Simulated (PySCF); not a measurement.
Simulated Si 2p region for `Cl[SiH2]CCl`, binding energy against the vacuum level.

Every computed line was given a Gaussian of 1.0 eV full width at half maximum and an area set by the number of equivalent atoms (split 2:1 within a doublet); the highest printed point is 100. Level of theory: delta-SCF UKS SCAN, pcX-2 on the ionised atom, pcseg-1 elsewhere, spin-free X2C in PySCF.

binding energy (eV), intensity and a bar:
```
    106.7          0 
    106.8          1 
    106.9          1 
    107.0          3 #
    107.1          5 #
    107.2          9 ###
    107.3         14 ####
    107.4         21 ######
    107.5         31 #########
    107.6         42 #############
    107.7         55 ################
    107.8         68 ####################
    107.9         80 ########################
    108.0         90 ###########################
    108.1         97 #############################
    108.2        100 ##############################
    108.3        100 ##############################
    108.4         96 #############################
    108.5         90 ###########################
    108.6         82 #########################
    108.7         73 ######################
    108.8         63 ###################
    108.9         53 ################
    109.0         43 #############
    109.1         34 ##########
    109.2         26 ########
    109.3         19 ######
    109.4         13 ####
    109.5          8 ###
    109.6          5 ##
    109.7          3 #
    109.8          2 #
    109.9          1 
    110.0          0 
    110.1          0 
    110.2          0
```

Problem. Count the maxima, the lines and the sites behind this envelope.

Solution. The curve has 1 maximum (at 108.2 eV). Under it lie 2 lines from 1 inequivalent silicon site, drawn as a 2p3/2, 2p1/2 pair. At this width some lines have no maximum of their own.

Problem. Decompose the envelope and assign each component. Numbering: `[Cl:1][CH2:2][SiH2:3][Cl:4]`.

Solution. 
```csv
position (eV),relative area,line,atoms,environment
108.10,0.67,Si 2p3/2,Si3,chlorine-bound silicon
108.73,0.33,Si 2p1/2,Si3,chlorine-bound silicon
```

The curve has no shake-up lines and no vibrational structure. 2p3/2 and 2p1/2 are the ΔSCF energy of one spin-free 2p hole plus the eigenvalues of a spin–orbit and ligand-field matrix of the shell. 2p1/2 minus 2p3/2 (ligand field included): Si 0.63 eV. The structure is a single PBE0-D3(BJ)/def2-SVP conformer in the gas phase; no vibrational or solvent corrections.

Shape of the structure used: `[Cl:1][CH2:2][SiH2:3][Cl:4]`: Cl1–C2–Si3–Cl4 180°.
